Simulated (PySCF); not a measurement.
## N²⁺ (nitrogen, charge +2) across methods

[He] 2s2 2p1, 2P determinant. Calculation: PySCF 2.14, in aug-cc-pCVTZ-DK with one added diffuse shell each of s, p, d, f type (8s7p5d3f, 75 functions); scalar relativity by spin-free X2C-1e.

```json
{"method": "BP86", "E (hartree)": "-52.9818", "mean ε 2s α (eV)": "-49.831", "mean ε 2s β (eV)": "-47.967", "mean ε 2p α (eV)": "-38.873", "Σ⟨r²⟩ (bohr²)": "4.952", "⟨S²⟩": "0.751"}
{"method": "PBE", "E (hartree)": "-52.9229", "mean ε 2s α (eV)": "-49.756", "mean ε 2s β (eV)": "-47.828", "mean ε 2p α (eV)": "-38.813", "Σ⟨r²⟩ (bohr²)": "4.969", "⟨S²⟩": "0.751"}
{"method": "wB97X-V", "E (hartree)": "-52.9933", "mean ε 2s α (eV)": "-54.844", "mean ε 2s β (eV)": "-52.544", "mean ε 2p α (eV)": "-43.713", "Σ⟨r²⟩ (bohr²)": "4.975", "⟨S²⟩": "0.751"}
{"method": "BLYP", "E (hartree)": "-52.9916", "mean ε 2s α (eV)": "-49.634", "mean ε 2s β (eV)": "-47.716", "mean ε 2p α (eV)": "-38.923", "Σ⟨r²⟩ (bohr²)": "4.972", "⟨S²⟩": "0.751"}
{"method": "r2SCAN", "E (hartree)": "-52.9594", "mean ε 2s α (eV)": "-50.418", "mean ε 2s β (eV)": "-48.095", "mean ε 2p α (eV)": "-39.758", "Σ⟨r²⟩ (bohr²)": "4.956", "⟨S²⟩": "0.753"}
{"method": "PW91", "E (hartree)": "-52.9592", "mean ε 2s α (eV)": "-49.847", "mean ε 2s β (eV)": "-47.894", "mean ε 2p α (eV)": "-38.953", "Σ⟨r²⟩ (bohr²)": "4.968", "⟨S²⟩": "0.751"}
{"method": "LDA", "E (hartree)": "-52.5071", "mean ε 2s α (eV)": "-49.609", "mean ε 2s β (eV)": "-47.625", "mean ε 2p α (eV)": "-38.557", "Σ⟨r²⟩ (bohr²)": "5.001", "⟨S²⟩": "0.751"}
{"method": "UHF", "E (hartree)": "-52.84757", "mean ε 2s α (eV)": "-58.794", "mean ε 2s β (eV)": "-54.184", "mean ε 2p α (eV)": "-47.998", "Σ⟨r²⟩ (bohr²)": "4.969", "⟨S²⟩": "0.754"}
```

Estimate the same row for PBE0.

E (hartree) = -52.9343; mean ε 2s α (eV) = -52.228; mean ε 2s β (eV) = -49.752; mean ε 2p α (eV) = -41.237; Σ⟨r²⟩ (bohr²) = 4.959; ⟨S²⟩ = 0.752.
